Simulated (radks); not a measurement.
All-electron atom: Sb in [Kr] 4d10 5p5 (not the ground configuration).

Calculated with a radial shooting solver on a logarithmic mesh with Libxc functionals: Dirac Kohn-Sham, PBEsol, spin-unpolarised, spherical densities, finite nucleus; open shells fill j = l - 1/2 first; Fermi nuclear charge, rms radius 4.6802 fm.

Energy parts (hartree):
total: -6479.89428
kinetic: 6836.75577
electron-nucleus: -15733.05432
Hartree: 2584.03287
exchange-correlation: -167.62861

Orbitals (lengths in bohr, moments of r in powers of bohr; <r^-3> diverges for s and p1/2; r(max) is where P^2 peaks; r(90%) holds 90 % of the orbital's charge):
orbital,occ.,eigenvalue (hartree),r(max),r(90%),<r^4>,<r^-3>
1s1/2,2,-1112.408,0.01835,0.0511,3.129e-06,-
2s1/2,2,-169.3202,0.1039,0.189,0.0005394,-
2p1/2,2,-158.4403,0.07984,0.169,0.0003465,-
2p3/2,4,-149.1936,0.08446,0.177,0.0004100,4594
3s1/2,2,-33.27033,0.3003,0.486,0.02384,-
3p1/2,2,-28.82114,0.2866,0.483,0.02299,-
3p3/2,4,-27.11512,0.2970,0.499,0.02621,864.6
3d3/2,4,-19.24943,0.2425,0.478,0.02202,136.7
3d5/2,6,-18.89474,0.2455,0.483,0.02295,127.2
4s1/2,2,-5.55834,0.7229,1.14,0.7425,-
4p1/2,2,-4.05260,0.7458,1.22,0.9626,-
4p3/2,4,-3.73568,0.7705,1.26,1.107,160.6
4d3/2,4,-1.35248,0.8416,1.57,2.675,18.21
4d5/2,6,-1.30637,0.8508,1.59,2.823,16.76
5p1/2,2,-0.23506,2.214,4.07,119.4,-
5p3/2,3,-0.20967,2.311,4.26,143.8,12.68

The highest occupied level is 5p3/2 at -5.705 eV. The density falls to 0.001 e/bohr^3 at r = 4.80 bohr.
